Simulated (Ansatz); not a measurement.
The same path of a periodic cell of 13 atoms, Zn₁₂H (host Zn, host structure hcp, interstitial H) was run twice with different band settings.

These are results of DFT PBE, scalar-relativistic, plane waves, PAW in Ansatz, not measurements. Settings: cutoff 420 eV, k mesh 4x3x3, gaussian smearing 0.15 eV, no spin polarisation.

Relaxed end points:

```xyz
13
Lattice="5.3200 0.0000 0.0000 -3.9900 6.9109 0.0000 0.0000 0.0000 4.9370" Properties=species:S:1:pos:R:3
Zn 0.094 -0.054 -0.066
Zn 0.102 1.477 2.466
Zn -1.150 2.324 0.107
Zn -1.222 3.812 2.435
Zn -2.575 4.537 -0.120
Zn -2.578 6.077 2.423
Zn 2.750 -0.192 0.097
Zn 2.750 1.486 2.311
Zn 1.355 2.295 -0.027
Zn 1.428 3.793 2.386
Zn 0.120 4.580 -0.083
Zn 0.107 6.079 2.454
H 2.811 1.433 4.180
```

```xyz
13
Lattice="5.3200 0.0000 0.0000 -3.9900 6.9109 0.0000 0.0000 0.0000 4.9370" Properties=species:S:1:pos:R:3
Zn -0.090 0.057 -0.165
Zn -0.076 1.732 2.555
Zn -1.441 2.369 -0.030
Zn -1.441 3.863 2.390
Zn -2.757 4.659 -0.087
Zn -2.677 6.152 2.425
Zn 2.557 0.065 -0.013
Zn 2.573 1.588 2.388
Zn 1.239 2.378 -0.039
Zn 1.258 3.912 2.350
Zn -0.109 4.641 -0.022
Zn -0.170 6.117 2.583
H 5.171 0.102 6.657
```

Common settings: spring 5.0 eV/Å²; optimiser quadratic models (default); force threshold 0.05 eV/Å; end points relaxed.

| run | movable images | climbing image | start path | iteration limit |
| --- | --- | --- | --- | --- |
| 1 | 5 | yes | IDPP | 80 |
| 2 | 2 | no | default | 50 |

Question: What does each run give, and how far can it be trusted?

Answer: Run 1: converged after 12 iterations, highest image 0.152 eV above the first end. The profile has 2 maxima (images 1, 4) with wells between them (image 2): this band takes more than one step, which may be the mechanism or a detour left from its start path. By the program's own check the climbing image is a first-order saddle point (lowest curvatures found: -0.25 and 0.15 eV/Å²).
Run 2: converged after 6 iterations, highest image 0.311 eV above the first end. No image climbed, so the highest image needn't sit at the top of the path. Another band between the same ends, with other settings, climbed to 0.152 eV only, so this may not be the lowest route.
Limits of this set-up: coarse k mesh, odd electron count without spin, a small cell, in which the defect meets its images, a typed lattice constant that wasn't relaxed here.
